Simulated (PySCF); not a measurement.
# Electronic structure of Sc²⁺ (scandium, charge +2) at the r2SCAN level

Configuration: [Ar] 3d1, 2D determinant. Computed with PySCF 2.14 in aug-cc-pVDZ (7s6p4d2f, 59 functions), with no relativity, point nucleus.

- Total energy: -759.873 hartree
- One-electron energy: -1028.587 hartree
- Hartree (Coulomb) energy: 307.288 hartree
- Exchange-correlation energy: -38.574 hartree
- Kinetic energy: 758.77851 hartree
- ⟨S²⟩: 0.7507
- ⟨L²⟩: 6.007
- Sum of ⟨r⟩: 13.40 bohr
- Sum of ⟨r²⟩: 16.32 bohr²
- Traceless quadrupole moment −½Σ⟨3z² − r²⟩ along its main axis: 0.816 e·bohr²
- Density at the nucleus (Gaussians lack the cusp): 6130 bohr⁻³
- Spin density at the nucleus: 0.0356 bohr⁻³
- Langevin diamagnetic susceptibility: -12.9 ×10⁻⁶ cm³/mol

| shell | electrons | mean orbital energy (eV) | spread (eV) | rms radius, mean of both spins (bohr) |
| --- | --- | --- | --- | --- |
| 1s β | 1 | -4405.9 | 0 | 0.0852 |
| 1s α | 1 | -4405.9 | 0 | 0.0852 |
| 2s α | 1 | -492.31 | 0 | 0.375 |
| 2s β | 1 | -492.00 | 0 | 0.375 |
| 2p α | 3 | -408.13 | 0.287 | 0.342 |
| 2p β | 3 | -407.89 | 0.551 | 0.342 |
| 3s α | 1 | -72.085 | 0 | 1.16 |
| 3s β | 1 | -71.169 | 0 | 1.16 |
| 3p α | 3 | -50.277 | 0.350 | 1.27 |
| 3p β | 3 | -49.278 | 1.400 | 1.27 |
| 3d α | 1 | -19.047 | 0 | 1.73 |
